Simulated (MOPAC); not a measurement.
Input for MOPAC: PM6 on SeH+, 2S+1 = 3, a spin state set in the input, which need not be the lowest, a point of a bond scan (R = 1.535 Å). Charge +1.

```
PM6 1SCF PRECISE CHARGE=1 UHF MS=1 THREADS=1
HSe

H      0.00000000 1     0.00000000 1     0.00000000 1
Se     0.00000000 1     0.00000000 1     1.53519400 1
```

The log:

```
*******************************************************************************
 **                                                                           **
 **                              MOPAC v23.2.5                                **
 **                                                                           **
 *******************************************************************************
 ** MOPAC's Digital Object Identifier: https://doi.org/10.5281/zenodo.6511958 **
 **                                                                           **
 ** Please cite the open-source release paper for use of this MOPAC version:  **
 ** J. E. Moussa and J. J. P. Stewart (2026)                                  **
 ** MOPAC: An open-source semiempirical molecular orbital program             **
 ** J. Open Source Softw., 11(119), 8025, https://doi.org/10.21105/joss.08025 **
 *******************************************************************************

                              PM6 CALCULATION RESULTS

 *******************************************************************************
 *  PM6        - The PM6 Hamiltonian to be used
 *  UHF        - UNRESTRICTED HARTREE-FOCK CALCULATION
 *
 *
 *
 *                 CHARGE ON SYSTEM = +1
 *
 *
 *
 *  MS=        - IN MECI, MAGNETIC COMPONENT OF SPIN =  1.0
 *  PRECISE    - TIGHTER CRITERIA TO BE USED
 *  1SCF       - DO 1 SCF AND THEN STOP
 *  THREADS=1  - MULTI-THREADING NOT USED
 *  T=         - A TIME OF 172800.0 SECONDS REQUESTED
 *  DUMP=N     - RESTART FILE WRITTEN EVERY 7200.0 SECONDS REQUESTED
 *******************************************************************************
PM6 1SCF PRECISE CHARGE=1 UHF MS=1 THREADS=1
 HSe

   ATOM   CHEMICAL          X               Y               Z
  NUMBER   SYMBOL      (ANGSTROMS)     (ANGSTROMS)     (ANGSTROMS)

     1       H          0.00000000  *   0.00000000  *   0.00000000  *
     2      Se          0.00000000  *   0.00000000  *   1.53519400  *



          CARTESIAN COORDINATES

    NO.       ATOM           X           Y           Z

     1         H          0.0000      0.0000      0.0000
     2        Se          0.0000      0.0000      1.5352

 General Reference for PM6:
 "Optimization of Parameters for Semiempirical Methods V: Modification of NDDO Approximations
 and Application to 70 Elements", J. J. P. Stewart, J. Mol. Mod., 13, 1173-1213 (2007)
 URL: https://link.springer.com/article/10.1007/s00894-007-0233-4

           Empirical Formula: H Se  =     2 atoms



      MOLECULAR POINT GROUP   :   C*v


          UHF CALCULATION, NO. OF ALPHA ELECTRONS =    4
                           NO. OF BETA  ELECTRONS =    2

 -------------------------------------------------------------------------------
 PM6 1SCF PRECISE CHARGE=1 UHF MS=1 THREADS=1
 HSe



     1SCF WAS SPECIFIED, SO BFGS WAS NOT USED
     SCF FIELD WAS ACHIEVED


                              PM6 CALCULATION
                                                       MOPAC v23.2.5 Linux




          FINAL HEAT OF FORMATION =        224.69145 KCAL/MOL =     940.10901 KJ/MOL


          COSMO AREA              =         63.87 SQUARE ANGSTROMS
          COSMO VOLUME            =         47.74 CUBIC ANGSTROMS

          IONIZATION POTENTIAL    =         17.170817 EV
          ALPHA SOMO LUMO (EV)    =        -17.171 -4.405
          BETA  SOMO LUMO (EV)    =        -18.116 -8.380
          NO. OF ALPHA ELECTRONS  =          4
          NO. OF BETA  ELECTRONS  =          2
          MOLECULAR WEIGHT        =         79.9679         POINT GROUP:  C*v

          MOLECULAR DIMENSIONS (Angstroms)

            Atom       Atom       Distance
           Se     2    H     1     1.53519
           Se     2    H     1     0.00000
            H     1   Se     2     0.00000


          SCF CALCULATIONS        =          1





   ATOM   CHEMICAL          X               Y               Z
  NUMBER   SYMBOL      (ANGSTROMS)     (ANGSTROMS)     (ANGSTROMS)

     1       H          0.00000000  *   0.00000000  *   0.00000000  *
     2      Se          0.00000000  *   0.00000000  *   1.53519400  *

                             CARTESIAN COORDINATES

   1    H        0.000000000     0.000000000     0.000000000
   2   Se        0.000000000     0.000000000     1.535194000


           Empirical Formula: H Se  =     2 atoms



      MOLECULAR POINT GROUP   :   C*v


          ALPHA EIGENVALUES
 -27.69338 -19.69504 -17.17082 -17.17082  -4.40486


           BETA EIGENVALUES
 -22.28669 -18.11598  -8.37997  -8.37997  -4.34974


              NET ATOMIC CHARGES AND DIPOLE CONTRIBUTIONS

  ATOM NO.   TYPE          CHARGE      No. of ELECS.   s-Pop       p-Pop
    1          H           0.157278        0.8427     0.84272
    2         Se           0.842722        5.1573     1.99026     3.16702
 DIPOLE           X         Y         Z       TOTAL
 POINT-CHG.     0.000     0.000    -1.067     1.067
 HYBRID         0.000    -0.000    -0.497     0.497
 SUM            0.000    -0.000    -1.564     1.564


          ATOMIC ORBITAL ELECTRON POPULATIONS

     Atom    s        px        py        pz
    1  H   0.84272
    2 Se   1.99026   1.00000   1.00000   1.16702


                    (SZ)    =    1.000000
                    (S**2)  =    2.019176


          ATOMIC ORBITAL SPIN POPULATIONS

    Atom   Total    s     px     py     pz
         Atomic
    1  H -0.1366 -0.137
    2 Se  2.1366  0.002  1.000  1.000  0.134

 **********************
 *                    *
 * JOB ENDED NORMALLY *
 *                    *
 **********************




 == MOPAC DONE ==
```

The run finished.

Cost: roughly 0.03 core-seconds.
